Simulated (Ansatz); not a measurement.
```yaml
crystal:
  periodic: [false, false, false]
  atoms:
    - {symbol: O, position_ang: [-1.057081, 0.981915, -0.287306]}
    - {symbol: Zr, position_ang: [0.216492, -0.374553, -0.010665]}
    - {symbol: F, position_ang: [0.131322, -1.594016, -1.450034]}
    - {symbol: Cl, position_ang: [-0.259063, -1.498047, 1.986119]}
    - {symbol: I, position_ang: [2.698371, 0.730242, 0.103389]}
    - {symbol: H, position_ang: [-1.687941, 1.690458, -0.387602]}
basis:
  gaussian: {orbitals: ANO-RCC-VTZP, fitting: {mean_field: cc-pVTZ-jkfit}}
hamiltonian: {xc: {name: RPBE}, dispersion: d3bjatm}
scf: {lower_state_search: off}
output: {forces: true}
```

```sh
$ ansatz run in.yaml --threads 4 --pin off --events-out ev --progress --plain --max-ram 10444MiB
```

(1) How does Ansatz answer? (Estimate.)

## Answers

(1) Computed: The input was rejected before any iteration.
```
Functional definition: RPBE
Error: <dir> the basis set cc-pVTZ-JKFIT has no functions for Zr
```
